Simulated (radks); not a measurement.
Question: The mean radii <r> (bohr) of the occupied orbitals of an atom or ion are listed with their occupations. Calculated with a radial shooting solver on a logarithmic mesh with Libxc functionals: scalar-relativistic Kohn-Sham, exchange-only B88, spin-polarised, spherical densities, point nucleus.

| orbital | occ. | <r> |
|---|---|---|
| 1s up | 1 | 0.02722 |
| 1s down | 1 | 0.02722 |
| 2s up | 1 | 0.1172 |
| 2s down | 1 | 0.1172 |
| 2p up | 3 | 0.1025 |
| 2p down | 3 | 0.1025 |
| 3s up | 1 | 0.3141 |
| 3s down | 1 | 0.3141 |
| 3p up | 3 | 0.3122 |
| 3p down | 3 | 0.3121 |
| 3d up | 5 | 0.2886 |
| 3d down | 5 | 0.2886 |
| 4s up | 1 | 0.7396 |
| 4s down | 1 | 0.7394 |
| 4p up | 3 | 0.7916 |
| 4p down | 3 | 0.7909 |
| 4d up | 5 | 0.9191 |
| 4d down | 5 | 0.9139 |
| 5s up | 1 | 1.839 |
| 5s down | 1 | 1.826 |
| 5p up | 2 | 2.120 |

Name the element and its charge. Open shells, if any, are filled with parallel spins first.

Answer: Z = 53, iodine, charge +3: I3+ in [Kr] 4d10 5s2 5p2. The 1s radius gives Z: for a bare nucleus <r> = (2 gamma + 1)/(2Z) with gamma = sqrt(1 - (Z/c)^2), 0.02683 bohr for Z = 53, and screening makes it slightly larger (0.02722 here). The occupations add up to 50, and the charge is Z minus that.
